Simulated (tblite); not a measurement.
Species: C₄H₉F₂NSi₂.
Atom-mapped SMILES: `[CH3:1][C:2]#[C:3][Si@H:4]([F:5])[NH:6][SiH2:7][CH2:8][F:9]` (hydrogens: H10, H11, H12 on C1; H13 on Si4; H14 on N6; H15, H16 on Si7; H17, H18 on C8)

The geometry is computed with GFN2-xTB (gas phase).

(1) Give the optimised bond lengths and angles.

## Answers

(1) 
| bond | length (Å) | order |
| --- | --- | --- |
| C1–C2 | 1.444 | single |
| C2≡C3 | 1.205 | triple |
| C3–Si4 | 1.840 | single |
| Si4–F5 | 1.610 | single |
| Si4–N6 | 1.730 | single |
| N6–Si7 | 1.726 | single |
| Si7–C8 | 1.914 | single |
| C8–F9 | 1.384 | single |
| C1–H10, C1–H11, C1–H12 | 1.090 | single |
| Si4–H13 | 1.456 | single |
| N6–H14 | 1.008 | single |
| Si7–H15 | 1.463 | single |
| Si7–H16 | 1.467 | single |
| C8–H17 | 1.092 | single |
| C8–H18 | 1.091 | single |

Bonds in one row agree within 0.01 Å and their mean is given. Orders are formal, as drawn. A selection of angles:
| angle | degrees |
| --- | --- |
| C1–C2–C3 | 179.7 |
| C2–C3–Si4 | 179.0 |
| C3–Si4–F5 | 109.5 |
| C3–Si4–N6 | 109.1 |
| F5–Si4–N6 | 104.8 |
| Si4–N6–Si7 | 128.6 |
| N6–Si7–C8 | 104.8 |
| Si7–C8–F9 | 110.4 |
| H14–N6–Si4 | 114.9 |
| H14–N6–Si7 | 115.8 |

Torsions: C3–Si4–N6–Si7 138° (anticlinal); Si4–N6–Si7–C8 -178° (antiperiplanar); N6–Si7–C8–F9 -52° (synclinal).

Of the pairs four or more bonds apart, F9···H14 is among the closest relative to their van der Waals radii: 2.73 Å, 102 % of the sum of Bondi's values. Si4 (fluorine-bound silicon) is distorted tetrahedral (angles from 104.8° to 114.4°). The C–C distances run from 1.205 Å (C2≡C3, drawn triple) to 1.444 Å (C1–C2, drawn single), a spread of 0.239 Å. N6 (nitrogen bridging silicon atoms) is planar (angles 128.6°, 115.8° and 114.9°, sum 359.3°, 0.07 Å off the plane of its three neighbours). The 2 C–Si bonds span 1.840 Å (C3–Si4, drawn single) to 1.914 Å (Si7–C8, drawn single), a spread of 0.074 Å. Si7 (SiH2 silicon) is distorted tetrahedral (angles from 104.8° to 111.9°).

Point group: C1 (no symmetry element, even within 0.4 Å). GFN2-xTB frequencies show an imaginary mode (24i cm⁻¹), so the point is no minimum at that level.
